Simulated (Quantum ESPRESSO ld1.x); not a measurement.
Results of a calculation; reference values are marked as such.
Problem. Coherent X-ray form factor from a spherical all-electron density. Code: ld1.x of Quantum ESPRESSO 7.5. Model: scalar-relativistic Kohn-Sham, BLYP, spin-unpolarised, spherical densities, point nucleus.

sin(theta)/lambda (1/angstrom),f0 (electrons)
0.05,50.416
0.1,48.784
0.15,46.410
0.2,43.659
0.25,40.838
0.3,38.139
0.4,33.362
0.5,29.371
0.6,26.026
0.8,21.055
1,17.890
1.25,15.155
1.5,12.810
2,8.857

The species is in the configuration that NIST lists as its ground one. Which atom or ion scatters so?

Solution. The caesium ion Cs4+, [Kr] 4d10 5s2 5p3. Extrapolating in s^2 from the first two rows gives f0(0) = 51.0, near the electron count 51; among species with that count, the fall with angle is slower the higher Z, and the table is that of Z = 55; from so few rows the species is fixed only to a neighbour or two.
